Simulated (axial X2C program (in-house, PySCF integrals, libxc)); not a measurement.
Correcting the dissociation energy of GeO for spin–orbit coupling

A spin-free PBE0 curve (one-electron X2C) was computed with an axial X2C code built on PySCF integrals, basis Ge dyall-cv3z [9s9p7d4f1g], O dyall-av3z [7s6p3d2f] (cores contracted in-house), for the state M_S = 0, Λ = 0 (closed shell). It gives D0 = 6.530 eV to Ge + O, which in a spin-free picture are the weighted means of the ground terms.

Measured levels of the ground terms (NIST Handbook of Basic Atomic Spectroscopic Data), in cm⁻¹: Ge 3P: J = 0 at 0, J = 1 at 557.1, J = 2 at 1410; O 3P: J = 2 at 0, J = 1 at 158.3, J = 0 at 227.

The molecular state has Λ = 0, so it has no first-order lowering.

Task: How far does each ground level lie under the (2J+1)-weighted mean of its term?

Result: Ge: (1 × 0 + 3 × 557.1 + 5 × 1410)/9 = 969 cm⁻¹; O: (5 × 0 + 3 × 158.3 + 1 × 227)/9 = 78 cm⁻¹.

Task: Correct D0.

Result: D0 = 6.530 + (0 − 1047)/8065.5 = 6.400 eV at PBE0 with these spin–orbit terms.

Second-order spin–orbit effects in the molecule, which grow quickly with Z, are left out. One determinant describes the state; a PBE0 search over occupations chose it and may have missed a lower one. De is counted from the lowest determinant-based energies of the atoms at the same level, without counterpoise correction.
